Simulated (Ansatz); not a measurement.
`[SiH3][SiH2]S` + `O[SiH](F)[SiH3]` → `F[SiH]([SiH3])O[SiH3]` + `[SiH3]S` at 400 K and 1 bar (cleavage of the Si–Si bond).

Isolated molecules relaxed with PBE0-D4/def2-TZVP in Ansatz; ΔE leaves out vibrations. CCSD(T)/CBS is the MP2 limit (def2-TZVPP, def2-QZVPP) plus CCSD(T) − MP2 in def2-TZVPP, frozen cores. Each species was taken in one conformer, which may not be the lowest.

```json
{"species": "`[SiH3][SiH2]S`", "CCSD(T)/CBS energy (Eh)": "-979.55409", "H − E (kJ/mol)": "165.6", "S (J/(mol·K))": "371.1"}
{"species": "`O[SiH](F)[SiH3]`", "CCSD(T)/CBS energy (Eh)": "-756.23815", "H − E (kJ/mol)": "165.6", "S (J/(mol·K))": "373.8"}
{"species": "`F[SiH]([SiH3])O[SiH3]`", "CCSD(T)/CBS energy (Eh)": "-1046.55730", "H − E (kJ/mol)": "217.6", "S (J/(mol·K))": "454.9"}
{"species": "`[SiH3]S`", "CCSD(T)/CBS energy (Eh)": "-689.27336", "H − E (kJ/mol)": "109.8", "S (J/(mol·K))": "293.0"}
```

H − E and S are ideal-gas, rigid-rotor, harmonic terms from PBE0-D4/def2-TZVP, for one conformer and one mirror image of each species. 1 Eh = 2625.50 kJ/mol, R = 8.31446 J/(mol·K).

Q: By hand: ΔE, ΔH, ΔS and ΔG.

A: ΔE = (-1046.55730) + (-689.27336) − (-979.55409) − (-756.23815) = -0.03842 Eh = -100.9 kJ/mol. Δ(H − E) = 217.6 + 109.8 − 165.6 − 165.6 = -3.8, so ΔH = -104.7 kJ/mol. ΔS = 454.9 + 293.0 − 371.1 − 373.8 = 3.0 J/(mol·K). ΔG = -104.7 − 400 × (3.0)/1000 = -105.9 kJ/mol.

Q: By hand: the equilibrium constant, and the temperature at which ΔG would vanish if ΔH and ΔS stayed fixed.

A: log₁₀ K = −ΔG/(RT ln 10) = 13.8. ΔH and −TΔS have one sign here, so there is no such temperature. One of them is within its doubt of zero, so this could turn.

The number of gas molecules stays the same, so ΔS is small and ΔH decides. A doubt of 5 kJ/mol in ΔE shifts log₁₀ K by 0.7 here. Other conformers and mirror images would add mixing entropy, several J/(mol·K) or more a flexible species. Modes under 60 cm⁻¹, often nearly free rotors, make the harmonic entropy too high. These are equilibria of isolated gas molecules and say nothing of rates. Largest T1 diagnostic: 0.013 (customary marks: 0.02 for closed shells, 0.045 for open ones).
